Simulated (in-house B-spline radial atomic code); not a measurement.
A fraction x of an electron is removed from 3p in Cr5+, starting from [Ar] 3d1 and keeping the highest spin. All numbers are computed (scalar-relativistic (X2C) LDA PW92, spin-polarised, spherical fractional occupations; Fermi nucleus of rms radius 3.6452 fm) with a radial B-spline atomic code at the basis-set limit, not measured.

```json
{"x": "0", "E(x) - E(0) (eV)": "0.0000", "3p down level (eV)": "-124.391"}
{"x": "0.1", "E(x) - E(0) (eV)": "12.5506", "3p down level (eV)": "-126.622"}
{"x": "0.23", "E(x) - E(0) (eV)": "29.2008", "3p down level (eV)": "-129.536"}
{"x": "0.26", "E(x) - E(0) (eV)": "?", "3p down level (eV)": "?"}
{"x": "0.39", "E(x) - E(0) (eV)": "50.2147", "3p down level (eV)": "-133.142"}
{"x": "0.5", "E(x) - E(0) (eV)": "64.9973", "3p down level (eV)": "-135.633"}
{"x": "0.62", "E(x) - E(0) (eV)": "81.4369", "3p down level (eV)": "-138.362"}
{"x": "0.72", "E(x) - E(0) (eV)": "95.3872", "3p down level (eV)": "-140.644"}
{"x": "0.84", "E(x) - E(0) (eV)": "?", "3p down level (eV)": "?"}
{"x": "0.88", "E(x) - E(0) (eV)": "118.1834", "3p down level (eV)": "-144.312"}
{"x": "1", "E(x) - E(0) (eV)": "135.6664", "3p down level (eV)": "-147.074"}
```

(1) What belongs in the row x = 0.26?

(2) What belongs in the row x = 0.84?

(3) Check Janak's theorem between x = 0.1 and 0.23.

Results:

(1) An energy change of 33.0970 eV; 3p down at -130.211 eV.

(2) An energy change of 112.4293 eV; 3p down at -143.393 eV.

(3) The slope of the energy is 128.08 eV; the orbital levels give 128.08 eV (-ε of the emptying orbital, averaged over the two points).
